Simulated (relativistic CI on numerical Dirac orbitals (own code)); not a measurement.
# Sc+ in a cubic cluster: L2,3 absorption with charge transfer

Computed with a charge-transfer multiplet model of a cubic metal-ligand cluster with up to one ligand hole, Slater and spin-orbit integrals from Dirac-Coulomb-Breit ions, Slater integrals scaled by 0.9. The ground state mixes d2 with configurations of k ligand holes L, whose averages lie at kΔ + k(k − 1)U_dd/2; a core hole lowers each added d electron by U_cd. 300 K, Lorentzian 0.4 eV and Gaussian 0.3 eV FWHM.

Atomic integrals in eV (Slater integrals scaled, ζ unscaled), ground: F2dd 5.299, F4dd 3.246, zeta_d 0.005; with the core hole: F2dd 6.374, F4dd 3.923, zeta_d 0.011, zeta_core 3.011, F2cd 3.248, G1cd 2.202, G3cd 1.246.

Cluster parameters (eV): Δ = 8, U_dd = 5.2, 10Dq = 0.95, 10Dq(ligand) = 1.6, V(eg) = 2.25, V(t2g) = -1.13, final-state hopping factor = 1.

```
         Case   n_d    d2   d3L     S
U_cd = 4.9 eV  2.20  0.80  0.20  1.00
U_cd = 6.1 eV  2.20  0.80  0.20  1.00
U_cd = 7.9 eV  2.20  0.80  0.20  1.00
```

Weights, n_d and S are thermal averages at 300 K. Photon energies count from the first peak over 30 % of the highest in each spectrum, which can be another peak from case to case. The parameters are a model scan and need not match a compound or its usual spin state. Peaks in eV (height, largest 100):
- U_cd = 4.9 eV: -2.7 (11), 0.0 (100), 1.9 (41), 3.8 (71), 4.5 (69)
- U_cd = 6.1 eV: -2.7 (11), 0.0 (100), 1.9 (41), 3.7 (71), 4.5 (70)
- U_cd = 7.9 eV: -2.6 (11), 0.0 (100), 1.9 (41), 3.8 (71), 4.6 (71)

Curve for U_cd = 7.9 eV (points under 2 left out, the grid thinned):

```csv
E (eV),Intensity
-3.7,2.0
-3.4,3.3
-3.2,5.4
-2.9,10.0
-2.6,10.9
-2.3,8.8
-2.1,9.2
-1.8,16.9
-1.5,30.0
-1.2,37.9
-1.0,42.7
-0.7,47.3
-0.4,62.1
-0.2,84.2
0.1,99.8
0.4,82.6
0.7,60.9
0.9,45.9
1.2,31.2
1.5,33.2
1.8,39.4
2.0,40.8
2.3,26.6
2.6,20.7
2.8,25.7
3.1,37.1
3.4,48.7
3.7,69.1
3.9,70.3
4.2,60.5
4.5,70.1
4.8,62.0
5.0,56.0
5.3,42.1
5.6,23.7
5.8,16.8
6.1,10.3
6.4,7.0
6.7,5.0
6.9,4.1
7.2,3.3
7.5,2.6
7.8,2.3
8.0,2.3
8.3,2.1
```

For the case U_cd = 6.1 eV, Δ = 8 eV is larger than U_dd = 5.2 eV, the Mott-Hubbard side of the Zaanen-Sawatzky-Allen scheme. With the core hole the configuration with one ligand hole lies at Δ + U_dd − U_cd = 8.3, 7.1, 5.3 eV from the one without, in the order of the table; where this is negative the screened configuration lies lower, though the effective hopping of about 4.9 eV (from the holes of the mixed ground state) mixes the two strongly wherever it is as large as the gap.

With at most 1 ligand hole the space is cut while the next configuration still counts, so covalency is underestimated, and a final configuration with one more ligand hole, which can lie low, is missing from the spectra.
